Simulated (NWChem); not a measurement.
Molecule: SiAsH4F; SMILES F[SiH2][AsH2]

```xyz
7

Si     0.5056    -1.2052     0.0244
F     -0.8390    -2.1034    -0.0673
As    -0.0849     1.1005     0.0748
H      1.3732    -1.5696    -1.1266
H      1.2048    -1.5278     1.2969
H      1.4032     1.4828     0.0779
H     -0.1580     1.2054    -1.4532
```
Atoms are numbered in this order, from 1.

All runs: NWChem. STO-3G and 3-21G are far too small for this property and stand as cheap habits. Coordinates come from a B3LYP/6-31G* (spherical d) optimisation. GIAO values for the isolated, static molecule; σ is the absolute isotropic shielding, δ = σ(reference) − σ with the isolated reference molecule computed at the same levels (19F: trichlorofluoromethane, 1H: tetramethylsilane, 29Si: tetramethylsilane).

Question: What does the run give for Hartree-Fock/STO-3G? Quantities: δ Si1 (ppm); δ F2 (ppm); σ As3 (ppm); δ H4 (ppm); δ H5 (ppm); δ H6 (ppm); δ H7 (ppm).

Answer: The δ Si1 (ppm) is -14.9. The δ F2 (ppm) is -217.9, the σ As3 (ppm) comes out as 2599.2 and the δ H4 (ppm) is 2.23. The δ H5 (ppm) is 2.24 and the δ H6 (ppm) is 0.33. The δ H7 (ppm) is 0.35.
